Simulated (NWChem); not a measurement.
System: SiH2I, doublet; SMILES [SiH2]I

NWChem printed, in part:

```
             Northwest Computational Chemistry Package (NWChem) 7.3.0
             --------------------------------------------------------

 CS  symmetry detected

                             Geometry "geometry" -> ""
                             -------------------------

 Output coordinates in angstroms (scale by  1.889725989 to convert to a.u.)

  No.       Tag          Charge          X              Y              Z
 ---- ---------------- ---------- -------------- -------------- --------------
    1 Si                  14.0000     0.05874880     1.88266252     0.00000000
    2 I                   53.0000     0.00649344    -0.58560557     0.00000000
    3 H                    1.0000    -0.58331781     2.33991000     1.22084166
    4 H                    1.0000    -0.58331781     2.33991000    -1.22084166

 Effective nuclear repulsion energy (a.u.)     186.8523346017

      Symmetry information
      --------------------

 Group name             Cs
 Group number              2
 Group order               2
 No. of unique centers     3

                                Z-matrix (autoz)
                                --------

 Units are Angstrom for bonds and degrees for angles

      Type          Name      I     J     K     L     M      Value
      ----------- --------  ----- ----- ----- ----- ----- ----------
    1 Stretch                  1     2                       2.46882
    2 Stretch                  1     3                       1.45320
    3 Stretch                  1     4                       1.45320
    4 Bend                     2     1     3               107.77183
    5 Bend                     2     1     4               107.77183
    6 Bend                     3     1     4               114.30304
    7 Torsion                  2     1     3     4        -119.76415
    8 Torsion                  2     1     4     3         119.76415
    9 Torsion                  3     1     2     4         123.81956
   10 Torsion                  2     4     1     3        -119.76415
   11 Torsion                  3     2     1     4        -123.81956
   12 Torsion                  2     3     1     4         119.76415

                           NWChem Geometry Optimization
                           ----------------------------

 maximum gradient threshold         (gmax) =   0.000450
 rms gradient threshold             (grms) =   0.000300
 maximum cartesian step threshold   (xmax) =   0.001800
 rms cartesian step threshold       (xrms) =   0.001200
 fixed trust radius                (trust) =   0.050000
 source of zmatrix                         =   autoz

          -------------------
          Energy Minimization
          -------------------

 Using diagonal initial Hessian
 Scaling for Hessian diagonals: bonds = 1.00  angles = 0.25  torsions = 0.10

          --------
          Step   0

                                 NWChem DFT Module
                                 -----------------

 Summary of "ao basis" -> "ao basis" (spherical)
 ------------------------------------------------------------------------------
       Tag                 Description            Shells   Functions and Types
 ---------------- ------------------------------  ------  ---------------------
 Si                         def2-svp                 8       18   4s3p1d
 I                          def2-svp                10       26   4s4p2d
 H                          def2-svp                 3        5   2s1p

      Symmetry analysis of basis
      --------------------------

        a'         36
        a"         18

            General Information
            -------------------
          SCF calculation type: DFT
          Wavefunction type:  spin polarized.
          No. of atoms     :     4
          No. of electrons :    41
           Alpha electrons :    21
            Beta electrons :    20
          Charge           :     0
          Spin multiplicity:     2
          Use of symmetry is: on ; symmetry adaption is: on
          Maximum number of iterations: 150
          AO basis - number of functions:    54
                     number of shells:    24
          Convergence on energy requested:  1.00D-06
          Convergence on density requested:  1.00D-05
          Convergence on gradient requested:  5.00D-04

              XC Information
              --------------
                     Hartree-Fock (Exact) Exchange  1.000

      Superposition of Atomic Density Guess
      -------------------------------------

 Sum of atomic energies:        -636.86422223

      Non-variational initial energy
      ------------------------------

 Total energy =    -586.662397
 1-e energy   =   -1105.632394
 2-e energy   =     425.330976
 HOMO         =      -0.138131
 LUMO         =       0.038522

   Symmetry analysis of molecular orbitals - initial alpha
   -------------------------------------------------------

  Numbering of irreducible representations:

     1 a'          2 a"

  Orbital symmetries:

[...]

      ----------------------
      Optimization converged
      ----------------------

  Step       Energy      Delta E   Gmax     Grms     Xrms     Xmax
  ---- ---------------- -------- -------- -------- -------- --------
@    3    -586.65291900 -2.0D-06  0.00028  0.00009  0.00072  0.00172
                                     ok       ok       ok       ok

                                Z-matrix (autoz)
                                --------

 Units are Angstrom for bonds and degrees for angles

      Type          Name      I     J     K     L     M      Value     Gradient
      ----------- --------  ----- ----- ----- ----- ----- ---------- ----------
    1 Stretch                  1     2                       2.46452    0.00028
    2 Stretch                  1     3                       1.47791   -0.00000
    3 Stretch                  1     4                       1.47791   -0.00000
    4 Bend                     2     1     3               109.05764   -0.00001
    5 Bend                     2     1     4               109.05764   -0.00001
    6 Bend                     3     1     4               110.99510   -0.00003
    7 Torsion                  2     1     3     4        -120.17160    0.00005
    8 Torsion                  2     1     4     3         120.17160   -0.00005
    9 Torsion                  3     1     2     4         121.35797   -0.00005
   10 Torsion                  2     4     1     3        -120.17160    0.00005
   11 Torsion                  3     2     1     4        -121.35797    0.00005
   12 Torsion                  2     3     1     4         120.17160   -0.00005

                         Geometry "geometry" -> "geometry"
                         ---------------------------------

 Output coordinates in angstroms (scale by  1.889725989 to convert to a.u.)

  No.       Tag          Charge          X              Y              Z
 ---- ---------------- ---------- -------------- -------------- --------------
    1 Si                  14.0000     0.07629164     1.86006976     0.00000000
    2 I                   53.0000     0.01237991    -0.60361907     0.00000000
    3 H                    1.0000    -0.59503247     2.36021313     1.21794854
    4 H                    1.0000    -0.59503247     2.36021313    -1.21794854

 Effective nuclear repulsion energy (a.u.)     186.7629553820

      Symmetry information
      --------------------

 Group name             Cs
 Group number              2
 Group order               2
 No. of unique centers     3

                Final and change from initial internal coordinates
                --------------------------------------------------

                                Z-matrix (autoz)
                                --------

 Units are Angstrom for bonds and degrees for angles

      Type          Name      I     J     K     L     M      Value       Change
      ----------- --------  ----- ----- ----- ----- ----- ---------- ----------
    1 Stretch                  1     2                       2.46452   -0.00430
    2 Stretch                  1     3                       1.47791    0.02471
    3 Stretch                  1     4                       1.47791    0.02471
    4 Bend                     2     1     3               109.05764    1.28580
    5 Bend                     2     1     4               109.05764    1.28580
    6 Bend                     3     1     4               110.99510   -3.30795
    7 Torsion                  2     1     3     4        -120.17160   -0.40745
    8 Torsion                  2     1     4     3         120.17160    0.40745
    9 Torsion                  3     1     2     4         121.35797   -2.46160
   10 Torsion                  2     4     1     3        -120.17160   -0.40745
   11 Torsion                  3     2     1     4        -121.35797    2.46160
   12 Torsion                  2     3     1     4         120.17160    0.40745

 ==============================================================================
                                internuclear distances
 ------------------------------------------------------------------------------
       center one      |      center two      | atomic units |  angstroms
 ------------------------------------------------------------------------------
    2 I                |   1 Si               |     4.65726  |     2.46452
    3 H                |   1 Si               |     2.79285  |     1.47791
    4 H                |   1 Si               |     2.79285  |     1.47791
 ------------------------------------------------------------------------------
                         number of included internuclear distances:          3
 ==============================================================================
```

Level: UHF/def2-SVP with def2 effective core potentials on I. In the optimisation the excess spin sits in a' (Cs, its own frame). No stability test was run on the SCF state. def2 effective core potentials on I; no spin-orbit coupling.

Question: Which NWChem input produces such a log?

Answer: This is not unique; one that fits is the input that was run:
```
start job
memory heap 200 mb stack 900 mb global 1100 mb
geometry units angstroms
  Si    -1.947959     0.042762     0.403734
  I      0.471010    -0.010403    -0.087021
  H     -2.483253     1.280371    -0.139747
  H     -2.540637    -1.160599    -0.153608
end
basis spherical
  * library def2-svp
end
ecp
  I library def2-ecp
end
dft
  odft
  mult 2
  xc hfexch
  iterations 150
end
driver
  maxiter 150
  trust 0.05
end
task dft optimize
```
